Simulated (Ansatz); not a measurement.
Born–Oppenheimer molecular dynamics of CH10O3Si3 (17 atoms, charge 0, multiplicity 1). It starts from a relaxed structure.

Theory: RKS BHLYP/STO-3G in Ansatz.

| Quantity | Value |
| --- | --- |
| ensemble | NVE (velocity Verlet) |
| time step | 0.5 fs |
| steps asked | 116 |
| starting velocities drawn for | 1500 K |
| seed | 27696 |

First frame:

```xyz
17
Properties=species:S:1:pos:R:3
Si 0.048 -0.195 0.330
C 0.074 0.238 2.135
H -0.934 0.317 2.537
H 0.609 -0.506 2.720
H 0.565 1.196 2.292
O 1.517 0.014 -0.396
Si 2.319 -1.248 -1.143
H 1.587 -1.770 -2.262
H 3.554 -0.706 -1.627
H 2.615 -2.325 -0.242
O -1.092 0.817 -0.369
H -0.949 0.782 -1.360
O -0.297 -1.785 0.037
Si -1.709 -2.575 0.435
H -2.017 -2.435 1.831
H -2.823 -2.075 -0.322
H -1.524 -3.963 0.132
```

Q: How far do the bonds stretch over the last three quarters of this one trajectory? (Pairs bonded in most of those frames.)

A: 
```
    bond  mean (Å)  spread (Å)  shortest  longest
  Si1–C2     1.864       0.039      1.81     1.91
  Si1–O6     1.660       0.028      1.61     1.70
 Si1–O11     1.690       0.024      1.65     1.73
 Si1–O13     1.680       0.035      1.60     1.72
   C2–H3     1.120       0.091      0.97     1.24
   C2–H4     1.098       0.065      1.00     1.20
   C2–H5     1.093       0.013      1.07     1.12
  O6–Si7     1.695       0.052      1.62     1.78
  Si7–H8     1.450       0.062      1.35     1.54
  Si7–H9     1.442       0.048      1.37     1.51
 Si7–H10     1.442       0.020      1.41     1.48
 O11–H12     1.005       0.020      0.97     1.03
O13–Si14     1.689       0.053      1.61     1.77
Si14–H15     1.449       0.079      1.33     1.56
Si14–H16     1.440       0.023      1.40     1.48
Si14–H17     1.459       0.102      1.31     1.60
```

Mean temperature of the second half: 810 K. The conserved energy stayed within 1.7 meV per atom of its start (net change 1.4 meV per atom), so the integration is sound. Over the second half the temperature averaged 0.54 of the 1500 K drawn at the start: a run that starts near a minimum puts about half its kinetic energy into the potential. A run of 0.058 ps of so small a system gives no equilibrium averages. Limits of this set-up: minimal basis.

Run time: 18 min on 1 thread of Intel(R) Xeon(R) Platinum 8175M CPU @ 2.50GHz (Skylake/Cascade Lake), on a shared host, peak memory 0.18 GiB.
